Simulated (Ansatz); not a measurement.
Geometry optimisation, DFT PBE, scalar-relativistic, plane waves, PAW in Ansatz.

Input file:

```yaml
accuracy: low
crystal:
  lattice:
    - [8.434327, 0.0, 0.0]
    - [0.0, 8.434327, 0.0]
    - [0.0, 0.0, 8.434327]
  atoms:
    - { symbol: Cl, position: [0.6488205, 0.3777224, 0.926924] }
    - { symbol: Cl, position: [0.7791476, 0.5045678, 0.7719879] }
    - { symbol: Cl, position: [0.3598174, 0.8223657, 0.6573754] }
    - { symbol: Cl, position: [0.4784783, 0.7775822, 0.8598455] }
    - { symbol: Cl, position: [0.1816741, -0.0264115, 0.0168043] }
    - { symbol: Cl, position: [-0.0166469, 0.1016446, 0.0535532] }
    - { symbol: Cl, position: [0.3386206, 0.4830696, 0.4530497] }
    - { symbol: Cl, position: [0.3231872, 0.3659227, 0.2453998] }
    - { symbol: Cl, position: [0.9140359, 0.9673385, 0.6485209] }
    - { symbol: Cl, position: [0.85558, 0.9867794, 0.4176853] }
    - { symbol: Cl, position: [0.7293579, 0.5791352, 0.2793316] }
    - { symbol: Cl, position: [0.6831164, 0.3474958, 0.3151784] }
    - { symbol: Cl, position: [0.2529627, 0.5208025, 0.7465227] }
    - { symbol: Cl, position: [0.0799258, 0.6510464, 0.8473932] }
    - { symbol: Cl, position: [0.5878671, -0.0176541, 0.2484546] }
    - { symbol: Cl, position: [0.5685221, 0.045603, 0.0188802] }
    - { symbol: Cl, position: [0.2472376, 0.1212136, 0.4392841] }
    - { symbol: Cl, position: [0.2087224, -0.1024058, 0.3645111] }
    - { symbol: Cl, position: [0.0094612, 0.4197396, 0.4791401] }
    - { symbol: Cl, position: [0.0096615, 0.4221485, 0.240238] }
basis:
  ecutwfc: 420.0
kpoints:
  mp_grid: { grid: [1, 1, 1] }
hamiltonian:
  xc: pbe
scf:
  occupations: { method: fermi_dirac, width: 0.05 }
  lower_state_search: "off"
relax:
  f_tol: 0.3
  max_steps: 15
  adjacent_minimum: "off"
output:
  write_density: true
  write_potential: true
  elf: true
  volumetric_format: npy
```

Run as:

```bash
$ ansatz run input.yaml --threads 1 --pin off --max-ram 3072MiB --backend cpu --events-out ev --progress --plain --runs-dir out
```

Problem. Where does it end, and by what steps?

Solution. The run converged. The threshold is loose, so the end isn't yet a minimum. The force dipped under the threshold on the way, but the program's further checks kept it going. Limits of this set-up: coarse k mesh, low accuracy level. After 12 steps the energy has fallen by 4.972 eV; Cl20 moved furthest, 1.72 Å.

```tsv
step	energy less start (eV)	largest force component (eV/Å)	accepted
0	0.0000	2.095	yes
1	-1.3445	0.990	yes
2	-2.1944	0.495	yes
3	-2.7686	0.592	yes
4	-3.1586	0.708	yes
5	-3.4339	0.740	yes
6	-3.6941	0.627	yes
7	-3.9513	0.517	yes
8	-4.2023	0.388	yes
9	-4.4412	0.392	yes
10	-4.6626	0.311	yes
11	-4.8326	0.217	yes
12	-4.9718	0.163	yes
```

```xyz
20
Lattice="8.4343 0.0000 0.0000 0.0000 8.4343 0.0000 0.0000 0.0000 8.4343" Properties=species:S:1:pos:R:3
Cl 5.829 3.051 7.563
Cl 5.991 3.606 5.617
Cl 3.621 6.611 5.927
Cl 4.308 5.959 7.730
Cl 2.013 0.143 0.091
Cl 0.013 0.353 0.391
Cl 2.350 3.507 3.351
Cl 2.419 3.318 1.323
Cl 7.621 8.521 6.158
Cl 7.110 8.453 4.192
Cl 5.191 5.199 2.192
Cl 5.659 3.225 2.420
Cl 2.037 3.457 6.770
Cl 0.614 4.850 7.033
Cl 5.264 -0.246 2.173
Cl 5.384 0.432 0.235
Cl 2.258 0.821 3.651
Cl 2.258 -1.239 3.531
Cl -0.398 5.112 3.900
Cl -0.046 5.274 1.912
```

The run took 41 s on 1 thread of Arm Neoverse V2 (shared host), peak memory 0.53 GiB.
